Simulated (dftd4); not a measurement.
F (SMILES [F-]), charge -1, singlet; D4 for bp86 in dftd4 4.2.0.

Input for dftd4:
```
$ dftd4 mol.xyz --func bp86 --charge -1 --json dftd4.json --noedisp

# file mol.xyz
1

F      0.00000000     0.00000000     0.00000000
```

Output, abridged:

```
                    ____  _____ _____     ____  _  _
      -------------|  _ \|  ___|_   _|---|  _ \| || |------------
     |             | | | | |_    | | ___ | | | | || |_           |
     |             | |_| |  _|   | ||___|| |_| |__   _|          |
     |             |____/|_|     |_|     |____/   |_|            |
     |             ===================================           |
     |            E. Caldeweyher, S. Ehlert & S. Grimme          |
     |          Mulliken Center for Theoretical Chemistry        |
     |                    University of Bonn                     |
      -----------------------------------------------------------

Rational (Becke-Johnson) damping: bp86-D4-ATM
---------------------
  s6         1.0000
  s8         3.3550
  s9         1.0000
  a1         0.4365
  a2         4.9241
 alp        16.0000
--------------------

Dispersion energy:       0.0000000000000E+00 Eh

[Info] JSON dump of results written to 'dftd4.json'
```
